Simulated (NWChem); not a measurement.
Molecule: C2H5ClSi; SMILES C=C([SiH3])Cl

Computed with NWChem. Pople sets run with spherical d functions. The geometry was optimised at PBE-D3(BJ)/def2-SVP. Level: PBE0/6-31G* with SMD (1 M gas to 1 M solution), gas-phase geometry. Reactions with the solvent are ignored.

Q: Among these, which solvent gives the highest value of “solvation free energy (kcal/mol)”?
A. ethanol
B. dimethyl sulfoxide
C. water
D. ethylene glycol

A: C, water. Values: ethanol -2.3; dimethyl sulfoxide -0.9; ethylene glycol 0.0; water 1.6
